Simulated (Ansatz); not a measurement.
`[NH2][Cd][Br]` + CH₃SH → `C[S][Cd][NH2]` + HBr at 298.15 K and 1 bar (ligand exchange at a Cd–Br bond).

Gas-phase electronic energies from Ansatz, PBE0-D4/def2-TZVP geometries. CCSD(T)/CBS is the MP2 limit (def2-TZVPP, def2-QZVPP) plus CCSD(T) − MP2 in def2-TZVPP, frozen cores. This one scheme is used for every species. def2 core potentials past Kr. For Br, Cd outer-core shells are correlated without core-valence functions, which leaves a few kJ/mol of doubt a bond. Scalar relativity is left out up to krypton. Each species was taken in one conformer, which may not be the lowest.

```json
{"species": "`[NH2][Cd][Br]`", "CCSD(T)/CBS energy (Eh)": "-2796.98951", "H − E (kJ/mol)": "82.8", "S (J/(mol·K))": "316.4"}
{"species": "CH₃SH", "CCSD(T)/CBS energy (Eh)": "-438.22835", "H − E (kJ/mol)": "133.0", "S (J/(mol·K))": "253.2"}
{"species": "`C[S][Cd][NH2]`", "CCSD(T)/CBS energy (Eh)": "-661.27260", "H − E (kJ/mol)": "188.6", "S (J/(mol·K))": "363.1"}
{"species": "HBr", "CCSD(T)/CBS energy (Eh)": "-2573.91920", "H − E (kJ/mol)": "24.6", "S (J/(mol·K))": "198.6"}
```

H − E and S are ideal-gas, rigid-rotor, harmonic terms from PBE0-D4/def2-TZVP, for one conformer and one mirror image of each species. 1 Eh = 2625.50 kJ/mol, R = 8.31446 J/(mol·K).

Problem. By hand: ΔE, ΔH, ΔS and ΔG.

Solution. ΔE = (-661.27260) + (-2573.91920) − (-2796.98951) − (-438.22835) = 0.02606 Eh = 68.4 kJ/mol. Δ(H − E) = 188.6 + 24.6 − 82.8 − 133.0 = -2.6, so ΔH = 65.8 kJ/mol. ΔS = 363.1 + 198.6 − 316.4 − 253.2 = -7.9 J/(mol·K). ΔG = 65.8 − 298.15 × (-7.9)/1000 = 68.2 kJ/mol.

Problem. By hand: the equilibrium constant, and the temperature at which ΔG would vanish if ΔH and ΔS stayed fixed.

Solution. log₁₀ K = −ΔG/(RT ln 10) = -11.9. ΔH and −TΔS have one sign here, so there is no such temperature.

The number of gas molecules stays the same, so ΔS is small and ΔH decides. A doubt of 5 kJ/mol in ΔE shifts log₁₀ K by 0.9 here. Other conformers and mirror images would add mixing entropy, several J/(mol·K) or more a flexible species. These are equilibria of isolated gas molecules and say nothing of rates. Largest T1 diagnostic: 0.014 (customary marks: 0.02 for closed shells, 0.045 for open ones).

ΔS is within the doubt of such terms, so its sign, and with it that verdict, could turn.
